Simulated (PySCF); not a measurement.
Start geometry of `Ic1ccco1` from GFN2-xTB (Å):
```
atom  x, y, z in Å
I1     3.174   -0.359    0.268
C2     1.085   -0.153    0.090
C3     0.281    0.943   -0.093
C4    -0.989    0.442   -0.129
C5    -0.923   -0.914    0.019
O6     0.363   -1.268    0.160
H7     0.629    1.961   -0.171
H8    -1.904    1.015   -0.257
H9    -1.657   -1.682    0.080
```

**Question.** What comes out of this run: PBE0-D3(BJ)/def2-SVP geometry optimisation, gas phase, def2 core potentials past Kr in PySCF?

**Answer.** 
```
atom  x, y, z in Å
I1     3.141   -0.354   -0.358
C2     1.100   -0.156   -0.127
C3     0.301    0.948   -0.048
C4    -1.028    0.442    0.104
C5    -0.920   -0.916    0.104
O6     0.374   -1.284   -0.035
H7     0.623    1.986   -0.093
H8    -1.945    1.020    0.200
H9    -1.639   -1.726    0.189
```

The energy falls by 0.131 eV over 9 energy and gradient evaluations, the largest force component goes from 0.0574 to 1.2e-04 Eh/bohr, and the atoms move by 0.027 Å rms after alignment. The bond that changes most is C3–C4 (both ends aromatic CH carbon), which lengthens by 0.065 Å. Bonds longer at the end by more than 0.005 Å: 5 of 9; shorter: 2. Among the angles that change most is C3–C4–C5, from 108.4° to 106.2°. Rotational constants go from 9366, 996.6, 900.8 to 9307, 1007, 908.8 MHz. The orientation of the end geometry is arbitrary; only internal coordinates are fixed.

The run used 111 basis functions and 65 SCF cycles in all.

Whether it is a minimum is left open (no frequencies).
